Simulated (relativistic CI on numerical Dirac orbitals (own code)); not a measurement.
# Hyperfine structure of Au III, mass number 197

Method of calculation: Dirac-Coulomb-Breit CI, separate exchange-only KLI orbitals for each configuration, QED by a radiative potential, valence Slater integrals scaled by 0.85, P86 correlation energy added to each configuration (own radial code, finite nucleus).

Configuration list (outside the closed core [Xe] 4f14): 5d⁹, 5d⁸6s, 5d⁸6p, 5d⁸5f, 5d⁷6s6p, 5d⁸7s, 5d⁸6d, 5d⁸7p, 5d⁸7d, 5d⁸6f, 5d⁸5g, 5d⁸7f, 5d⁷5f6s, 5d⁷6s², 5d⁶6s²6p, 5d⁶5f6s², 5d⁶6s²7s, 5d⁶6s²6d, 5d⁶6s²7p. Double excitations out of closed p, d and f shells are left out; levels of such configurations are missing from the list, as are those of other unlisted configurations, and high levels can miss mixing partners.

Nuclear spin I = 3/2, μ = 0.1452 μN, Q = 0.547 b (tables of Stone and Pyykkö). The electronic factors are computed for point nuclear moments, without core polarisation; leaving it out makes A of s and p electrons in near-neutral atoms 20 to 40 % too small, and it can dominate for d and f shells.

| Level | E (eV) | A (MHz) | B (MHz) |
| --- | --- | --- | --- |
| 5d⁹ ²D5/2 | 0.0000 | 96.62 | -933 |
| 5d⁹ ²D3/2 | 1.4623 | 203.6 | -835 |
| 5d⁸6s ⁴F9/2 | 4.1355 | 570.6 | -577 |
| 5d⁸6s ⁴F7/2 | 4.8239 | -121.1 | -420 |
| 5d⁸6s ⁴F5/2 | 5.9299 | 36.01 | -185 |
| 5d⁸6s ²F7/2 | 6.1519 | 473.7 | -477 |
| 5d⁸6s ⁴P3/2 | 6.6968 | -74.93 | -652 |
| 5d⁸6s ⁴P1/2 | 6.7186 | 3214 |  |

Levels with J = 0, under 50 % of one LS term, or S terms without an open s electron are left out. Small factors come from cancelling terms and can be off by tens of per cent or more.

Correlation outside the listed configurations is missing or only estimated: errors of thousands of cm⁻¹ between configurations and terms are usual at this charge. Rates and lifetimes follow the computed energies and can be off by large factors. The fine structure of a lone outer electron comes out too small, for d and f at times inverted, and misplaced configurations move strength between like terms. 10 of the 16 excited levels that our extract of the measured tables holds in this range could be paired (the sources list more); they are missed by 3779 cm⁻¹ on average and 5539 at most, and levels without a partner can miss by more.

Give the hyperfine levels of 5d⁹ ²D5/2 relative to its centre of gravity.

With K = F(F + 1) − I(I + 1) − J(J + 1), E = AK/2 + B[¾K(K + 1) − I(I + 1)J(J + 1)]/[2I(2I − 1)J(2J − 1)]: F = 1: -1160, F = 2: -220.8, F = 3: 488.7, F = 4: 129.2 MHz.

LS names give the leading component of a level, which can be under half, so a name can repeat, a term be missing and a line seem to break the LS rules.
